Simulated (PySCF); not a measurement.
## A search over the determinants of PdCl

Unrestricted PBE0; PySCF, spin-free X2C with a Gaussian nucleus, basis sets Pd x2c-TZVPPall, Cl x2c-TZVPPall. Outer shells of the fragments: Pd 4d10; Cl 3s2 3p5.

Followed along the bond (rough minima from three points):

| 2Ms+1 | unpaired | ⟨S²⟩ at the start | R at minimum (Å) | Te (eV) |
| --- | --- | --- | --- | --- |
| 2 | σ ↑ | 0.75 | 2.23 | 0.00 |
| 2 | π ↑ | 0.76 | 2.23 | 0.31 |
| 2 | δ ↑ | 0.75 | 2.29 | 0.67 |
| 4 | σ ↑↑, π ↑ | 3.76 | 2.25 | 2.61 |

Solutions found at the starting distance of 2.155 Å, counted from the lowest of them; the search is not exhaustive and high or unbound solutions are not listed, so other states can lie among these:

```tsv
2Ms+1	unpaired	term	E (eV)	⟨S²⟩	⟨Lz²⟩	μ (D)
2	σ ↑	²Σ⁺	0.00	0.75	0.00	-4.47
2	π ↑	²Π	0.30	0.76	1.01	-4.15
2	δ ↑	²Δ	0.74	0.75	4.01	-4.98
4	σ ↑↑, π ↑	mixed	2.61	3.76	1.26	0.19
4	σ ↑, π ↑↑	⁴Σ⁻	2.89	3.76	0.00	0.43
2	σ ↑↑, π ↓	mixed	2.99	1.76	1.13	0.59
4	σ ↑↑, δ ↑	⁴Δ	3.05	3.75	4.01	-1.18
4	σ ↑, π ↑, δ ↑	mixed	3.47	3.76	5.01	0.04
4	σ ↑, π ↑, δ ↑	mixed	3.51	3.76	4.80	0.16
2	σ ↑↑, δ ↓	mixed	3.69	1.76	4.00	-0.71
```

A term symbol is given only where ⟨S²⟩ and ⟨Lz²⟩ are close to those of a pure state; real π, δ and φ orbitals otherwise mix terms. A positive dipole means Pd(−)Cl(+).

Spin–orbit coupling is left out. Counting both spins, an empty level lies below a filled one in some of these solutions, because spin and occupation are held. With d or f electrons several states lie close, and the lowest PBE0 determinant need not be the measured ground state.
